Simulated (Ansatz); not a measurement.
The same path of ClF3H3O2Ta (10 atoms, charge 0, multiplicity 1) was run 3 times with different band settings. Lost on the way: F9–H10. Made: O2–H10.

These are results of RKS BLYP-D4/def2-SVP in Ansatz 0.2.0, not measurements.

Relaxed end points:

```xyz
10
Properties=species:S:1:pos:R:3
Ta -0.037 0.113 0.202
O 1.956 -0.214 0.341
H 2.325 -0.738 1.077
Cl -0.108 -0.189 2.582
F 0.293 0.573 -1.614
F -1.431 1.387 0.330
O -0.848 -1.543 -0.155
H -1.368 -2.271 0.226
F 1.253 2.039 0.569
H 1.975 1.345 0.527
```

```xyz
10
Properties=species:S:1:pos:R:3
Ta -0.258 0.510 0.354
O 1.898 -0.416 0.397
H 2.204 -0.412 1.331
Cl 0.001 -0.008 2.691
F 0.332 0.713 -1.457
F -1.929 1.369 0.333
O -0.846 -1.261 -0.003
H -0.722 -2.211 -0.159
F 0.794 2.082 0.705
H 2.535 0.134 -0.107
```

Common settings: climbing image yes; spring 5.0 eV/Å²; optimiser quadratic models (default); start path through a guess of the saddle point; iteration limit 60; end points relaxed.

| run | movable images | force threshold |
| --- | --- | --- |
| 1 | 9 | 0.05 eV/Å |
| 2 | 9 | 0.5 eV/Å |
| 3 | 2 | 0.05 eV/Å |

Problem. What does each run give, and how far can it be trusted?

Solution. Run 1: converged after 23 iterations, highest image 0.007 eV above the first end. The top lies less than 8 meV above the higher end, about what the thresholds resolve: that end is a shoulder or a very shallow well. A vibrational analysis at the climbing image gives one clearly imaginary mode, 240i cm⁻¹: a first-order saddle point.
Run 2: converged after 8 iterations, highest image 0.034 eV above the first end. The threshold of 0.5 eV/Å is loose, so the images may lie well off the minimum-energy path. The order of the stationary point at the top wasn't checked. Another band between the same ends, with other settings, climbed to 0.007 eV only, so this may not be the lowest route.
Run 3: converged after 25 iterations, highest image 0.007 eV above the first end. The top lies less than 8 meV above the higher end, about what the thresholds resolve: that end is a shoulder or a very shallow well. Another band between the same ends (9 images) ends at a top of the same energy, where a vibrational analysis finds 1 clearly imaginary mode. So few images can step over the top or miss a turn of the path.
The orbitals stay closed-shell, which can raise the energy where a bond breaks towards radicals; this wasn't checked here.
